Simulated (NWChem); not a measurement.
System: C2H6GeO, singlet; SMILES C[O][Ge][CH3]

```xyz
10

Ge     0.4424    -0.6804     0.0000
C     -1.5563    -0.8618     0.0031
H     -1.8279    -1.9288    -0.0002
H     -2.0118    -0.3879    -0.8837
H     -2.0061    -0.3956     0.8970
O      0.6071     1.1003    -0.0024
C     -0.3375     2.1275    -0.0030
H     -1.3814     1.7670     0.0095
H     -0.1908     2.7747     0.8796
H     -0.2071     2.7598    -0.8989
```
Atoms are numbered in this order, from 1.

Low-valent species are run as closed-shell singlets; no triplet was tried in these runs. Geometry: optimised at PBE0/def2-SVP.

**Question.** Give the principal values of the shielding tensors (ppm) of Ge1, C2, O6, C7 from PBE0/pcSseg-1, GIAO (NWChem), with their diamagnetic and paramagnetic parts as GIAO splits them.

**Answer.** 
```json
[
 {"atom": "Ge1", "σ11": "-900.9", "σ22": "1058.9", "σ33": "1223.3", "isotropic": "460.4", "diamagnetic": "2754.1", "paramagnetic": "-2293.7"},
 {"atom": "C2", "σ11": "107.1", "σ22": "171.9", "σ33": "189.6", "isotropic": "156.2", "diamagnetic": "253.7", "paramagnetic": "-97.5"},
 {"atom": "O6", "σ11": "-247.8", "σ22": "55.1", "σ33": "387.0", "isotropic": "64.8", "diamagnetic": "400.8", "paramagnetic": "-336.0"},
 {"atom": "C7", "σ11": "93.5", "σ22": "109.6", "σ33": "176.3", "isotropic": "126.5", "diamagnetic": "246.2", "paramagnetic": "-119.7"}
]
```
